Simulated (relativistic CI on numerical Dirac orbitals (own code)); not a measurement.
**Pt6+ (5d4) in a crystal field**

Calculated by Dirac-Coulomb-Breit CI, separate exchange-only KLI orbitals for each configuration, QED by a radiative potential, valence Slater integrals scaled by 0.7, one configuration in a parametric crystal field (own radial code).

Field parameters in Wybourne normalisation: D4h B²₀ = −7Ds, B⁴₀ = 21(Dq − Dt), B⁴₄ = 21√(5/14) Dq. The field is a parameter set, without covalency.

S and J are read from ⟨S²⟩ = S(S + 1) and ⟨J²⟩ = J(J + 1) of each level; they are not fictitious spins.

D4h, 10Dq = 27300, Ds = -1500, Dt = 240 cm⁻¹, the lowest 16 levels:

| E (cm⁻¹) | Degeneracy | Irrep | S | J |
| --- | --- | --- | --- | --- |
| 0.0 | 1 | A1 | 1.13 | 3.00 |
| 7021 | 2 | E | 1.23 | 3.47 |
| 10914 | 1 | A2 | 1.24 | 3.45 |
| 12495 | 1 | B2 | 0.83 | 4.01 |
| 13088 | 1 | B1 | 1.01 | 3.39 |
| 13307 | 1 | A1 | 1.14 | 3.37 |
| 13970 | 2 | E | 0.99 | 3.86 |
| 20180 | 1 | B2 | 1.63 | 3.23 |
| 20325 | 1 | B1 | 1.54 | 3.61 |
| 21791 | 1 | A1 | 1.68 | 3.14 |
| 22174 | 2 | E | 1.76 | 2.94 |
| 24006 | 1 | B1 | 1.53 | 3.62 |
| 24845 | 2 | E | 1.24 | 3.76 |
| 25213 | 1 | B2 | 1.06 | 3.96 |
| 25422 | 1 | A1 | 1.28 | 3.89 |
| 25943 | 1 | A2 | 1.60 | 3.17 |

D4h, 10Dq = 27300, Ds = 3000, Dt = 240 cm⁻¹, the lowest 10 levels:

```json
{"E (cm⁻¹)": "0.0", "Degeneracy": "1", "Irrep": "A1", "S": "1.14", "J": "2.97"}
{"E (cm⁻¹)": "6267", "Degeneracy": "1", "Irrep": "A2", "S": "1.36", "J": "3.26"}
{"E (cm⁻¹)": "8777", "Degeneracy": "2", "Irrep": "E", "S": "1.25", "J": "3.50"}
{"E (cm⁻¹)": "12649", "Degeneracy": "1", "Irrep": "B1", "S": "1.32", "J": "3.29"}
{"E (cm⁻¹)": "13719", "Degeneracy": "1", "Irrep": "B2", "S": "0.94", "J": "3.97"}
{"E (cm⁻¹)": "14292", "Degeneracy": "1", "Irrep": "A1", "S": "0.77", "J": "3.61"}
{"E (cm⁻¹)": "15373", "Degeneracy": "2", "Irrep": "E", "S": "0.83", "J": "3.98"}
{"E (cm⁻¹)": "18621", "Degeneracy": "1", "Irrep": "A1", "S": "1.66", "J": "3.24"}
{"E (cm⁻¹)": "18723", "Degeneracy": "2", "Irrep": "E", "S": "1.72", "J": "3.06"}
{"E (cm⁻¹)": "18826", "Degeneracy": "1", "Irrep": "B1", "S": "1.64", "J": "3.27"}
```

D4h, 10Dq = 27300, Ds = 2590, Dt = 240 cm⁻¹, the lowest 16 levels:

```
E (cm⁻¹)  Degeneracy  Irrep     S     J
     0.0           1     A1  1.15  2.97
    6384           1     A2  1.35  3.28
    8748           2      E  1.24  3.50
   12606           1     B1  1.29  3.30
   13493           1     B2  0.94  3.97
   14043           1     A1  0.86  3.51
   14755           2      E  0.86  3.96
   18911           1     A1  1.61  3.34
   18956           2      E  1.73  3.05
   19069           1     B1  1.67  3.25
   20924           1     A2  1.65  3.12
   23716           1     A1  1.11  3.96
   24808           2      E  0.93  4.15
   26600           1     B2  0.81  4.23
   27826           1     B1  1.07  4.23
   29032           2      E  1.47  3.41
```

Levels of this model without a field, named by their leading LS term (the scale mimics covalency, so terms lie below those of the real free ion): ⁵D0 0, ⁵D1 8024, ⁵D2 13676, ⁵D3 17208, ⁵D4 17922, ⁵D0 25181, ³H4 26484, ³G3 29872 cm⁻¹.
